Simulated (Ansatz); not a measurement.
C$_{6}$H$_{15}$Al (SMILES [CH3][Al]([CH3])[C](C)(C)C), singlet, geometry from GFN2-xTB (such geometries of metal compounds can be far from the true shape); Ansatz (a first-principles code) with SC-NEVPT2/STO-3G, CASSCF(2,2).

Input for Ansatz:
Ansatz 0.2 input:
```yaml
crystal:
  periodic: [false, false, false]
  atoms:
    - {symbol: Al, position_ang: [0.98668975, -0.21743143, 0.09849730]}
    - {symbol: C, position_ang: [2.21031676, 0.33393528, -1.37626999]}
    - {symbol: H, position_ang: [3.19038551, -0.14489035, -1.27500934]}
    - {symbol: H, position_ang: [2.39244682, 1.41347689, -1.40321498]}
    - {symbol: H, position_ang: [1.82970926, 0.06598802, -2.36779404]}
    - {symbol: C, position_ang: [1.57912602, -1.20111627, 1.72855570]}
    - {symbol: H, position_ang: [1.05681907, -2.15461352, 1.86217094]}
    - {symbol: H, position_ang: [1.42248871, -0.63820979, 2.65462262]}
    - {symbol: H, position_ang: [2.64849905, -1.43397792, 1.67913595]}
    - {symbol: C, position_ang: [-0.99993900, 0.22708567, -0.09270575]}
    - {symbol: C, position_ang: [-1.73725814, -0.86551049, -0.88288937]}
    - {symbol: C, position_ang: [-1.64769022, 0.34207883, 1.29350762]}
    - {symbol: C, position_ang: [-1.16593641, 1.55672530, -0.84112201]}
    - {symbol: H, position_ang: [-2.79668360, -0.62365421, -0.99308787]}
    - {symbol: H, position_ang: [-1.65895985, -1.82654981, -0.37392381]}
    - {symbol: H, position_ang: [-1.30805954, -0.97449645, -1.87929181]}
    - {symbol: H, position_ang: [-1.51439182, -0.58382241, 1.85430330]}
    - {symbol: H, position_ang: [-1.19025154, 1.15154300, 1.86378888]}
    - {symbol: H, position_ang: [-2.71840677, 0.54171136, 1.21449409]}
    - {symbol: H, position_ang: [-0.71301383, 2.37286276, -0.27684018]}
    - {symbol: H, position_ang: [-0.67888508, 1.50877599, -1.81583673]}
    - {symbol: H, position_ang: [-2.22037707, 1.79327518, -0.99843881]}
basis:
  gaussian:
    orbitals: STO-3G
magnetization: {spin_polarized: false}
correlation: {method: sc_nevpt2, electrons: all, active_space: {window: {electrons: 2, orbitals: 2}}}
```

The log (banner, timings and long lists left out):

```
Functional definition: HF
731 factors; integrals over basis functions are off by at most 6.7e-5 eV
mean field evaluation 1: about -12848.7183 eV, gradient 1.8e1 eV
mean field evaluation 2: about -12849.0779 eV, gradient 1.8e1 eV
mean field evaluation 4: about -12850.5844 eV, gradient 9.1e-1 eV
mean field evaluation 8: about -12850.5858 eV, gradient 1.4e-6 eV
mean field -12850.58578592 eV, -472.2503171926 hartree, gradient 8.5e-7 eV, S^2 0.000000; 0 other end points of the search recorded, 0 dependent functions left out
reference -12850.58578592 eV, -472.2503171926 hartree; 32, 32 occupied and 22, 22 virtual orbitals, 731 factors
state -12850.97017801 eV, -472.2644433415 hartree
state -12850.97017801 eV, -472.2644433415 hartree; corrected -12860.23791459 eV, -472.6050263789 hartree
Total energy: -12860.23791459 eV, -472.6050263789 hartree
```
